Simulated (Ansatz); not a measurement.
`BOCC` + H₂O → `BOCO` + CH₄ at 400 K and 1 bar (formal hydrolysis of a C–C bond).

Gas-phase electronic energies from Ansatz, PBE0-D4/def2-TZVP geometries. CCSD(T)/CBS is the MP2 limit (def2-TZVPP, def2-QZVPP) plus CCSD(T) − MP2 in def2-TZVPP, frozen cores. This one scheme is used for every species. Each species was taken in one conformer, which may not be the lowest.

| species | CCSD(T)/CBS energy (Eh) | H − E (kJ/mol) | S (J/(mol·K)) |
| --- | --- | --- | --- |
| `BOCC` | -180.31191 | 268.4 | 327.0 |
| H₂O | -76.37941 | 69.8 | 198.6 |
| `BOCO` | -216.22063 | 206.5 | 318.3 |
| CH₄ | -40.46206 | 131.3 | 197.2 |

H − E and S are ideal-gas, rigid-rotor, harmonic terms from PBE0-D4/def2-TZVP, for one conformer and one mirror image of each species. 1 Eh = 2625.50 kJ/mol, R = 8.31446 J/(mol·K).

Q: By hand: ΔE, ΔH, ΔS and ΔG.

A: ΔE = (-216.22063) + (-40.46206) − (-180.31191) − (-76.37941) = 0.00863 Eh = 22.7 kJ/mol. Δ(H − E) = 206.5 + 131.3 − 268.4 − 69.8 = -0.4, so ΔH = 22.3 kJ/mol. ΔS = 318.3 + 197.2 − 327.0 − 198.6 = -10.1 J/(mol·K). ΔG = 22.3 − 400 × (-10.1)/1000 = 26.3 kJ/mol.

Q: By hand: the equilibrium constant, and the temperature at which ΔG would vanish if ΔH and ΔS stayed fixed.

A: log₁₀ K = −ΔG/(RT ln 10) = -3.4. ΔH and −TΔS have one sign here, so there is no such temperature.

The number of gas molecules stays the same, so ΔS is small and ΔH decides. A doubt of 5 kJ/mol in ΔE shifts log₁₀ K by 0.7 here. Other conformers and mirror images would add mixing entropy, several J/(mol·K) or more a flexible species. These are equilibria of isolated gas molecules and say nothing of rates. Largest T1 diagnostic: 0.013 (customary marks: 0.02 for closed shells, 0.045 for open ones).

ΔS is within the doubt of such terms, so its sign, and with it that verdict, could turn.
